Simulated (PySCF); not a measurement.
Several molecules and their computed UV-vis stick spectra, shuffled. Computed with PySCF, TDDFT PBE0/def2-SVPD, vertical, gas phase, core orbitals frozen in the response. Geometries: PBE0-D3(BJ)/def2-SVP; one conformer of each isolated species. Triplets are in the Tamm–Dancoff approximation.

A. `COC(OC)=O` (C3H6O3)
B. `CCSC` (C3H8S)
C. `CS[Si](C)(SC)SC` (C4H12S3Si)
D. `[Cl][Al-]1([Cl])[Cl+][Al-]([Cl])([Cl])[Cl+]1` (Al2Cl6)
E. `Cl[C@@H]1CC12CC2` (C5H7Cl)

Lowest singlet levels (six at most, fewer where fewer were computed) with oscillator strengths:

1. 174 nm (f 0.000); 157 nm (f 0.017); 151 nm (f 0.000); 148 nm (f 0.026); 143 nm (f 0.263); 142 nm (f 0.012); T1 6.65 eV
2. 226 nm (f 0.000); 211 nm (f 0.025); 196 nm (f 0.020); 187 nm (f 0.024); 177 nm (f 0.022); 173 nm (f 0.006); T1 5.04 eV
3. 224 nm (f 0.004); 222 nm (f 0.020); 219 nm (f 0.005); 209 nm (f 0.008); 206 nm (f 0.021); 204 nm (f 0.017); T1 5.14 eV
4. 183 nm (f 0.006); 172 nm (f 0.006); 166 nm (f 0.012); 159 nm (f 0.025); 157 nm (f 0.009); 154 nm (f 0.009); T1 6.14 eV
5. 175 nm (f 0.010); 173 nm (f 0.000); 172 nm (f 0.000); 169 nm (f 0.000); 168 nm (f 0.000); 163 nm (f 0.171); T1 6.84 eV

Task: Match each spectrum to its molecule.

Result: 1 = A, 2 = B, 3 = C, 4 = E, 5 = D.
- A: S1 at 7.13 eV, HOMO→LUMO+1 (99%); Löwdin shares by element: HOMO oxygen 90%, carbon 6% or more; LUMO carbon 54%, oxygen 8% or more (atoms not listed hold the other 38%); HOMO -8.58 and LUMO 0.55 eV.
- B: S1 at 5.48 eV, HOMO→LUMO (62%), HOMO→LUMO+1 (32%); Löwdin shares by element: HOMO sulfur 70%, carbon 19% or more; LUMO sulfur 39%, hydrogen 17% or more, carbon 16% or more (atoms not listed hold the other 28%); HOMO -6.29 and LUMO 0.64 eV.
- C: S1 at 5.53 eV, HOMO→LUMO (51%), HOMO-1→LUMO+1 (18%), HOMO-1→LUMO (16%); Löwdin shares by element: HOMO sulfur 78%, carbon 6% or more (atoms not listed hold the other 17%); LUMO sulfur 54%, silicon 11% (atoms not listed hold the other 35%); HOMO -6.84 and LUMO -0.01 eV.
- D: S1 at 7.09 eV, HOMO→LUMO (89%); Löwdin shares by element: HOMO chlorine 88% or more; LUMO aluminium 44%, chlorine 21% or more (atoms not listed hold the other 35%); HOMO -9.58 and LUMO -1.34 eV; point group D2h, 4 of its 6 listed states under f = 0.0005.
- E: S1 at 6.78 eV, HOMO→LUMO (94%); Löwdin shares by element: HOMO chlorine 43%, carbon 39% or more (atoms not listed hold the other 19%); LUMO chlorine 52%, carbon 30% or more (atoms not listed hold the other 17%); HOMO -7.70 and LUMO 0.63 eV.
B and C have S1 within 0.05 eV of each other; their strongest listed levels stand at 5.87 eV (f 0.025) and 6.01 eV (f 0.021).
A and D have S1 within 0.04 eV of each other; their strongest listed levels stand at 8.67 eV (f 0.263) and 7.59 eV (f 0.171).
